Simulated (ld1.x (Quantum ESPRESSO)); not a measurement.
**lead (Pb), ultrasoft: configuration errors across variants**

lead (Pb), ultrasoft, made with ld1.x (Quantum ESPRESSO) 7.5 (PBE, scalar-relativistic). Core [Kr] 4d10 4f14, reference 5s2 5p6 5d10 6s2 6p2. Waves: 5s (bound): rcut 1.10, rcutus 1.20 bohr; 6s (bound): rcut 1.10, rcutus 1.20 bohr; 5p (bound): rcut 1.25, rcutus 1.50 bohr; 6p (bound): rcut 1.25, rcutus 1.50 bohr; 5d (bound): rcut 1.20, rcutus 1.60 bohr; 5d channel at -0.75 Ry: rcut 1.20, rcutus 1.60 bohr. Local part: all-electron potential smoothed inside 1.10 bohr (lloc = -1). Core correction: Bessel-smoothed model core, default radius (core density twice the valence density). Augmentation charge: built from norm-conserving waves at rcut, not smoothed further.

All-electron excitation energies from the reference (eV): (1) 5s2 5p6 5d10 6s2 6p1 6.575; (2) 5s2 5p6 5d10 6s2 6p0 20.020; (3) 5s2 5p6 5d10 6s1 6p0 52.430; (4) 5s1 5p6 5d10 6s2 6p2 151.967; (5) 5s2 5p6 5d9 6s2 6p2 27.163; (6) 5s2 5p6 5d9 6s2 6p3 19.325; (7) 5s2 5p6 5d10 6s1 6p3 8.736.

The overlap operator is not positive definite (basis up to 400 Ry) in “base”. Such files are unfit for use, however small their errors in these radial tests.

5 further variants failed, have other tests or too few solved ones, and are left out.

The file “base” misses its own reference levels by 3.4 eV. The file “local potential all-electron potential smoothed inside 1.12 bohr (lloc = -1)” misses its own reference levels by 2.9 eV. The file “local potential all-electron potential smoothed inside 1.34 bohr (lloc = -1)” misses its own reference levels by 3.3 eV. The file “local potential all-electron potential smoothed inside 1.82 bohr (lloc = -1)” misses its own reference levels by 3.7 eV.

Errors AE − PS in meV (a dash: test not solved or not reliable):

```tsv
change	(1)	(2)	(3)	(4)	(5)	(6)	(7)	bound ghosts
base	+251	+1022	+4559	-3932	-2396	-3164	+1816	not determined (overlap not positive)
local potential all-electron potential smoothed inside 1.12 bohr (lloc = -1)	+116	+906	+4449	-3086	-2862	–	–	not determined
local potential all-electron potential smoothed inside 1.34 bohr (lloc = -1)	+334	+1232	+4491	-3515	–	–	–	not determined
local potential all-electron potential smoothed inside 1.82 bohr (lloc = -1)	+335	+1282	+4816	-4447	-3228	-3623	+1611	not determined
```

Task: Give the same row for: local potential all-electron potential smoothed inside 1.72 bohr (lloc = -1).

Result: +351, +1339, +4887, -4926, –, –, –; bound ghosts: not determined.
